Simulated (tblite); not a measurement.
Compound: C₃H₈Si.
Bonds: C1–Si2, Si2–C3, C3–C4, Si2–C4. Hydrogens: H5, H6, H7 on C1; H8 on Si2; H9, H10 on C3; H11, H12 on C4.

Computed with GFN2-xTB (tblite), gas phase: Langevin dynamics at 300 K from the optimised GFN2-xTB geometry, time step 0.5 fs, friction 0.01 fs⁻¹, 2000 steps. The instantaneous temperature is 2·E(kin)/(3Nk) with all 3N coordinates.

| t (fs) | T (K) | E(pot) above start (eV) | C1–Si2 (Å) | Si2–C3 (Å) | C3–C4 (Å) | Si2–C4 (Å) | C1–H5 (Å) |
| --- | --- | --- | --- | --- | --- | --- | --- |
| 0 | 262 | 0.000 | 1.890 | 1.883 | 1.541 | 1.883 | 1.086 |
| 25 | 190 | 0.217 | 1.903 | 1.863 | 1.514 | 1.909 | 1.103 |
| 50 | 339 | 0.318 | 1.914 | 1.897 | 1.525 | 1.848 | 1.093 |
| 75 | 344 | 0.355 | 1.848 | 1.852 | 1.553 | 1.903 | 1.077 |
| 100 | 233 | 0.357 | 1.950 | 1.889 | 1.539 | 1.879 | 1.112 |
| 125 | 187 | 0.428 | 1.863 | 1.866 | 1.554 | 1.861 | 1.103 |
| 150 | 256 | 0.362 | 1.904 | 1.881 | 1.516 | 1.916 | 1.104 |
| 175 | 303 | 0.344 | 1.878 | 1.836 | 1.535 | 1.899 | 1.096 |
| 200 | 272 | 0.285 | 1.917 | 1.894 | 1.526 | 1.871 | 1.071 |
| 225 | 226 | 0.287 | 1.922 | 1.874 | 1.517 | 1.851 | 1.096 |
| 250 | 283 | 0.283 | 1.913 | 1.882 | 1.565 | 1.920 | 1.056 |
| 275 | 234 | 0.360 | 1.866 | 1.936 | 1.594 | 1.903 | 1.085 |
| 300 | 408 | 0.251 | 1.940 | 1.884 | 1.537 | 1.888 | 1.118 |
| 325 | 265 | 0.489 | 1.893 | 1.909 | 1.466 | 1.860 | 1.082 |
| 350 | 409 | 0.315 | 1.928 | 1.868 | 1.557 | 1.893 | 1.049 |
| 375 | 279 | 0.413 | 1.917 | 1.893 | 1.585 | 1.891 | 1.077 |
| 400 | 309 | 0.452 | 1.843 | 1.955 | 1.567 | 1.954 | 1.127 |
| 425 | 322 | 0.331 | 1.952 | 1.855 | 1.583 | 1.879 | 1.115 |
| 450 | 347 | 0.368 | 1.890 | 1.881 | 1.486 | 1.844 | 1.063 |
| 475 | 286 | 0.261 | 1.904 | 1.860 | 1.544 | 1.905 | 1.061 |
| 500 | 265 | 0.238 | 1.954 | 1.878 | 1.565 | 1.894 | 1.085 |
| 525 | 189 | 0.338 | 1.838 | 1.933 | 1.518 | 1.940 | 1.090 |
| 550 | 265 | 0.185 | 1.955 | 1.882 | 1.536 | 1.845 | 1.088 |
| 575 | 255 | 0.275 | 1.892 | 1.865 | 1.574 | 1.893 | 1.090 |
| 600 | 189 | 0.421 | 1.899 | 1.912 | 1.494 | 1.889 | 1.144 |
| 625 | 246 | 0.387 | 1.972 | 1.848 | 1.585 | 1.875 | 1.082 |
| 650 | 363 | 0.372 | 1.885 | 1.941 | 1.542 | 1.950 | 1.055 |
| 675 | 337 | 0.383 | 1.943 | 1.861 | 1.569 | 1.876 | 1.096 |
| 700 | 230 | 0.393 | 1.875 | 1.890 | 1.568 | 1.840 | 1.087 |
| 725 | 328 | 0.388 | 1.924 | 1.855 | 1.520 | 1.923 | 1.060 |
| 750 | 306 | 0.397 | 1.917 | 1.922 | 1.536 | 1.844 | 1.075 |
| 775 | 243 | 0.440 | 1.863 | 1.900 | 1.560 | 1.962 | 1.129 |
| 800 | 255 | 0.441 | 1.940 | 1.914 | 1.578 | 1.876 | 1.103 |
| 825 | 350 | 0.364 | 1.877 | 1.850 | 1.502 | 1.874 | 1.053 |
| 850 | 286 | 0.315 | 1.920 | 1.894 | 1.541 | 1.904 | 1.083 |
| 875 | 301 | 0.193 | 1.856 | 1.886 | 1.594 | 1.894 | 1.089 |
| 900 | 246 | 0.269 | 1.922 | 1.899 | 1.534 | 1.900 | 1.115 |
| 925 | 322 | 0.197 | 1.908 | 1.861 | 1.574 | 1.874 | 1.074 |
| 950 | 245 | 0.437 | 1.850 | 1.922 | 1.493 | 1.925 | 1.078 |
| 975 | 350 | 0.239 | 1.931 | 1.886 | 1.567 | 1.865 | 1.133 |
| 1000 | 318 | 0.310 | 1.881 | 1.880 | 1.582 | 1.926 | 1.097 |

Problem. From 500 fs on, how do temperature and potential energy compare with equipartition?

Solution. The mean temperature of these 21 frames is 280 K against the target 300 K, and the mean potential energy 0.33 eV against 30 × kT/2 = 0.39 eV for 30 classical harmonic modes. For 12 atoms in a canonical ensemble the temperature itself scatters by T·√(2/(3N)) = 71 K; here its standard deviation is 50 K. The whole run lasts only 10 friction times of 100 fs, so these averages carry a wide statistical error.

Problem. What are the kinetic and total energies of the listed frame with the highest potential energy?

Solution. The one at 325 fs, 0.489 eV above the start. Its kinetic energy is 3NkT/2 = 0.412 eV at 265 K, so the sum is 0.90 eV; over the listed frames the sum runs from 0.41 to 0.95 eV, since the thermostat adds and removes energy.

Problem. How much do the listed bonds fluctuate from 500 fs on?

Solution. 
| bond | at the start (Å) | mean (Å) | standard deviation (Å) |
| --- | --- | --- | --- |
| C1–Si2 | 1.890 | 1.905 | 0.037 |
| Si2–C3 | 1.883 | 1.889 | 0.027 |
| C3–C4 | 1.541 | 1.549 | 0.030 |
| Si2–C4 | 1.883 | 1.894 | 0.033 |
| C1–H5 | 1.086 | 1.091 | 0.023 |

The motion is classical and holds no zero-point motion.

The cost below is that of the whole dynamics run. Time: 7.4 s; peak memory 0.18 GiB. Hardware: Arm Neoverse V1, one thread, shared host.
